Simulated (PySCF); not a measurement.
All values below come from PBE-D3(BJ)/def2-TZVP // r2SCAN-D4/def2-TZVP (PySCF). Isolated molecules, 0 K electronic values unless said otherwise. One relaxed conformer stands for a flexible species; it need not be the lowest. 

Reference species (SMILES): `[NH2][GaH][NH2]` (neutral, multiplicity 1).

```json
{
  "HOMO–LUMO gap": "4.86 eV",
  "LUMO": "-0.46 eV"
}
```

Changed species: `[NH2][Ga]([NH2])[NH2]` (whole molecule; the reference has whole molecule).

Q: What does the change do to the HOMO–LUMO gap and LUMO?

A: the HOMO–LUMO gap drops by 0.20 eV, to 4.66 eV; the LUMO falls by 0.23 eV, to -0.69 eV.
